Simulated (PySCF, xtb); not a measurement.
Ga(OH) (GaHO), SMILES [OH][Ga] (connectivity only; charge and spin as stated), neutral, multiplicity 1.

GFN2-xTB (xtb) at its own geometry gives an orbital gap of 7.00 eV and a dipole moment of 0.90 D.

Geometry: PBE-D3(BJ)/def2-TZVP. The geometry has at least one imaginary mode, so it is a saddle point at that level.

### Question
What does M06-2X/def2-TZVPD (PySCF) give? (An estimate is asked for; the answer gives what the named calculation found.)

### Answer
gap 8.04 eV (levels -8.26 and -0.21 eV), dipole 0.01 D.
